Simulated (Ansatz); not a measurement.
Basis-set extrapolation for `CN([SiH2]F)[SiH](O)O` (PBE0-D4/def2-TZVP geometry, frozen core, the Gaussian-basis code of Ansatz). Multiplicity 1, RHF reference.

|  | def2-TZVPP | def2-QZVPP |
| --- | --- | --- |
| HF | -924.419937 | -924.456009 |
| MP2 correlation | -1.355518 | -1.464807 |
| CCSD(T) correlation | -1.446695 | not run |

Energies in hartree. Use E(X) = E(∞) + A·exp(−7.88·√X) for Hartree–Fock and E(X) = E(∞) + B·X^(−2.97) for correlation, with X = 3 and 4, and add CCSD(T) minus MP2 of the smaller set to the MP2 limit.

Task: What is the CCSD(T) energy at the basis-set limit?

Result: HF limit: -924.456009 + (-0.036072) × 0.13774 = -924.46098. MP2 limit: -1.464807 + (-0.109289) × 0.74074 = -1.54576. Higher-order term: -1.446695 − (-1.355518) = -0.09118. Total: -926.09792 hartree, 145.1 kcal/mol below CCSD(T)/def2-TZVPP.
